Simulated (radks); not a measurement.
Values are calculated unless marked as measured or tabulated.
Task: Isoelectronic series with 60 electrons, all held in the configuration [Xe] 4f4 6s2, which need not be the ground one along the series. Level of theory: Dirac Kohn-Sham, PBE, spin-unpolarised, spherical densities, point nucleus; open shells fill j = l - 1/2 first (a radial shooting solver on a logarithmic mesh with Libxc functionals). Total energies (hartree) and orbital eigenvalues (hartree):

| ion | E (hartree) | 4f5/2 | 6s1/2 | 5p3/2 | 5p1/2 |
|---|---|---|---|---|---|
| Nd | -9629.9089 | -0.06759 | -0.12851 | -0.77646 | -0.88722 |
| Pm+ | -10026.8513 | -0.59096 | -0.36068 | -1.19325 | -1.32436 |
| Sm2+ | -10433.3107 | -1.25137 | -0.64925 | -1.69427 | -1.84986 |
| Eu3+ | -10849.3123 | -2.01632 | -0.98461 | -2.25933 | -2.44278 |
| Gd4+ | -11274.9025 | -2.87312 | -1.36241 | -2.88126 | -3.09583 |
| Tb5+ | -11710.1384 | -3.81465 | -1.78008 | -3.55625 | -3.80523 |
| Dy6+ | -12155.0848 | -4.83628 | -2.23592 | -4.28190 | -4.56869 |
| Ho7+ | -12609.8126 | -5.93478 | -2.72876 | -5.05652 | -5.38470 |
| Er8+ | -13074.3978 | -7.10775 | -3.25773 | -5.87893 | -6.25220 |
| Tm9+ | -13548.9214 | -8.35334 | -3.82219 | -6.74818 | -7.17048 |
| Lu11+ | -14528.1301 | -11.05688 | -5.05577 | -8.62453 | -9.15745 |

Estimate the row of Yb10+.

Result: E (hartree) -14033.4688; 4f5/2 -9.67011; 6s1/2 -4.42165; 5p3/2 -7.66357; 5p1/2 -8.13901.
